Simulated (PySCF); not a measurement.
Computed shifts of a molecule CH7ClSi2, PBE0/pcSseg-1 (PySCF), GIAO, gas phase, atoms alike by connectivity averaged where their shifts nearly agree, in ppm (number of nuclei): ²⁹Si: -1.5 (1), -68.7 (1). ¹³C: -5.5 (1). ¹H: 5.63 (1), 5.41 (1), 4.35 (3), 0.65 (1), 0.08 (1). References: ²⁹Si against TMS (σ = 352.7 ppm); ¹³C against TMS (σ = 186.3 ppm); ³⁵Cl against HCl (σ = 945.9 ppm); ¹H against TMS (σ = 31.56 ppm), references at their B3LYP-D3(BJ)/def2-TZVP geometries, non-relativistic (without spin–orbit terms, shifts of atoms bonded to Cl or Br come out too high). Geometry optimised at PBE0-D3(BJ)/def2-SVP. Other conformers were not sampled.

Task: Pick the molecule that these values belong to.
A) C[Si@@H]([SiH3])Cl
B) C[SiH2][SiH2]Cl
C) [SiH3]C[SiH2]Cl

Result: C, [SiH3]C[SiH2]Cl
